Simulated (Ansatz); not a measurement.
Start from `CN1C[SiH]1F` and change one atom or group to get `CN1C[SiH2]1`.

Ansatz, PBE0-D4/def2-TZVP geometries, multiplicity 1. 

```
                                          property  `CN1C[SiH]1F`
                LUMO energy (PBE0/def2-TZVPP) / eV           0.54
               HOMO energy (B3LYP/def2-TZVPP) / eV          -6.47
    zero-point energy (PBE0-D4/def2-TZVP) / kJ/mol          215.0
size of the dipole moment (ωB97M-V/def2-TZVPP) / D           1.52
  size of the dipole moment (B3LYP/def2-TZVPP) / D           1.55
                 LUMO energy (PBE/def2-TZVPP) / eV          -0.31
```

Question: What does the change do to each property? (Best estimate.)

Answer: The calculation gave: 
```json
{"property": "LUMO energy (PBE0/def2-TZVPP) / eV", "`CN1C[SiH2]1`": "-0.11", "shift": "-0.65"}
{"property": "HOMO energy (B3LYP/def2-TZVPP) / eV", "`CN1C[SiH2]1`": "-6.16", "shift": "0.31"}
{"property": "zero-point energy (PBE0-D4/def2-TZVP) / kJ/mol", "`CN1C[SiH2]1`": "227.6", "shift": "12.6"}
{"property": "size of the dipole moment (ωB97M-V/def2-TZVPP) / D", "`CN1C[SiH2]1`": "0.76", "shift": "-0.76"}
{"property": "size of the dipole moment (B3LYP/def2-TZVPP) / D", "`CN1C[SiH2]1`": "0.72", "shift": "-0.83"}
{"property": "LUMO energy (PBE/def2-TZVPP) / eV", "`CN1C[SiH2]1`": "-0.94", "shift": "-0.63"}
```

With PBE0 the HOMO rises by 0.32 eV and the LUMO falls by 0.65 eV, so the gap narrows by about 0.97 eV. PBE moves the HOMO by 0.26 eV and ωB97M-V by 0.35 eV. Dipoles are sizes alone; their direction can turn.

Positive LUMOs are unbound, so they and the gaps depend on the basis.

B3LYP here is the variant with VWN-RPA as its local correlation; programs differ in this.
